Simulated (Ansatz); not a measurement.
Cost and result for the atomization energy of H7NSi3 (11 atoms, 11 bonds).

Cartesian coordinates in Å:
```
Si -0.995 0.676 1.377
N 0.077 0.239 0.112
Si 0.309 -1.130 -0.853
Si 0.959 1.268 -1.101
H -1.480 2.063 1.146
H -2.147 -0.266 1.410
H -0.329 0.633 2.707
H -0.914 -1.801 -1.350
H 1.376 -2.088 -0.490
H 2.360 0.691 -0.847
H 0.786 -0.285 -2.112
```

The species carries charge 0 and has multiplicity 1. The bonds changed during the relaxation, so this is another structure than the one it started from. All single points use the PBE0-D4/def2-TZVP geometry. Program: Ansatz. All runs use 4 threads of an Arm Neoverse V1 on a shared host. Times are those of one run each, without the atoms' runs, and a repeat can differ threefold. Electronic energies, without spin–orbit coupling; frozen cores. CCSD(T)/CBS adds CCSD(T) − MP2 in def2-TZVPP to the MP2 limit, and its time is that of the two runs behind it. T1 = 0.014. B3LYP takes the VWN-RPA correlation (the form of Gaussian; ORCA's B3LYP/G).

CCSD(T)/CBS is a level of theory with its own doubt, some kJ/mol a heavy atom from the limit and from the frozen cores, so smaller differences don't rank the functionals.

```
                             level  functions  wall time  atomization (kJ/mol)  difference from CCSD(T)/CBS  per bond
   PBE-D4/def2-TZVPP (with forces)        255      3.4 s                3320.9                        -25.6      -2.3
                PBE0-D4/def2-TZVPP        255      4.1 s                3295.3                        -51.2      -4.7
                 B2PLYP/def2-TZVPP        255      6.5 s                3288.9                        -57.6      -5.2
 B3LYP-D4/def2-TZVPP (with forces)        255      6.5 s                3347.0                          0.5       0.0
r2SCAN-D4/def2-TZVPP (with forces)        255      6.5 s                3323.5                        -23.0      -2.1
                ωB97X-V/def2-TZVPP        255       10 s                3372.3                         25.8       2.3
  ωB97M-V/def2-TZVPP (with forces)        255       15 s                3360.4                         13.9       1.3
                    MP2/def2-QZVPP        477       29 s                3298.0                        -48.5      -4.4
                CCSD(T)/def2-TZVPP        255      110 s                3242.6                       -103.9      -9.4
                 CCSD(T)/CBS(def2)          –    2.4 min                3346.5                          0.0       0.0
```

From PBE to PBE0 (25 % exact exchange), in def2-TZVPP and without D4, the atomization energy moves by −20.9 kJ/mol: exact exchange takes away binding that semilocal exchange gives to molecules. In def2-TZVPP, CCSD(T) changes the Hartree–Fock value by +827.3 kJ/mol (the triples alone add +41.3 kJ/mol) and MP2 by +819.5 kJ/mol; breaking electron pairs costs correlation energy, which Hartree–Fock lacks. The D4 term adds +50.2 kJ/mol with B3LYP and +26.2 kJ/mol with PBE0; it sums over pairs of atoms, weighted by their polarisabilities, and B3LYP, whose exchange is more repulsive, gets the larger term.
